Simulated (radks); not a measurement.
Species: Rb+. Configuration: [Ar] 3d10 4s2 4p5 4f1 (not the ground configuration). All-electron calculation, Dirac Kohn-Sham, PBEsol, spin-unpolarised, spherical densities, finite nucleus; open shells are shared between the two j in proportion to 2j + 1; Fermi nuclear charge, rms radius 4.2036 fm. Program: a radial shooting solver on a logarithmic mesh with Libxc functionals.

Spin-orbit splittings of the eigenvalues, e(l+1/2) - e(l-1/2), with zeta = 2 splitting/(2l+1) and mean radii in bohr:

2p: occ. 6; splitting (eV) 60.72; zeta (eV) 40.48; <r> j=l-1/2 0.1523; <r> j=l+1/2 0.1564
3p: occ. 6; splitting (eV) 9.135; zeta (eV) 6.090; <r> j=l-1/2 0.5117; <r> j=l+1/2 0.5222
3d: occ. 10; splitting (eV) 1.553; zeta (eV) 0.6211; <r> j=l-1/2 0.5226; <r> j=l+1/2 0.5264
4p: occ. 5; splitting (eV) 0.9864; zeta (eV) 0.6576; <r> j=l-1/2 1.616; <r> j=l+1/2 1.647
4f: occ. 1; splitting (eV) 0.00002920; zeta (eV) 8.343e-06; <r> j=l-1/2 8.689; <r> j=l+1/2 8.689
